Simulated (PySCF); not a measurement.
Sn(OH)2(OMe)(NH2), CH7NO3Sn, SMILES C[O][Sn]([NH2])([OH])[OH], CAM-B3LYP/def2-SVP optimised geometry.

```
13

C     -0.64    -1.05    -2.83
O     -1.23    -1.11    -1.56
Sn    -0.47    -0.18     0.00
N      1.53    -0.18     0.00
O     -1.27    -1.18     1.49
O     -1.00     1.72     0.00
H     -0.90    -0.12    -3.37
H     -1.00    -1.90    -3.43
H      0.47    -1.11    -2.79
H      1.93     0.75     0.16
H      1.94    -0.84     0.65
H     -1.88    -1.86     1.17
H     -1.94     1.86    -0.14
```

Density from PySCF 2.14.0 with CAM-B3LYP/def2-TZVP, def2 effective core potentials past Kr at that geometry. The core electrons that the potentials of Sn replace are not part of the density.

Minimum of the electron density along straight lines between bonded atoms, close to the bond critical point (lines longer than 1.1 times the sum of covalent radii, or with two minima, are not listed):

```csv
bond,length / Å,ρ at the minimum / e bohr⁻³,∇²ρ there / e bohr⁻⁵,position (fraction from the first atom)
C1–O2,1.407,0.263,-0.60,0.36
O2–Sn3,1.968,0.121,0.48,0.49
Sn3–N4,2.004,0.124,0.35,0.51
Sn3–O5,1.965,0.123,0.48,0.51
Sn3–O6,1.965,0.122,0.49,0.51
C1–H7,1.106,0.277,-0.96,0.65
C1–H8,1.102,0.279,-0.98,0.65
C1–H9,1.105,0.277,-0.96,0.65
N4–H10,1.018,0.328,-1.58,0.74
N4–H11,1.018,0.329,-1.58,0.74
O5–H12,0.967,0.350,-2.33,0.80
O6–H13,0.965,0.352,-2.34,0.80
```
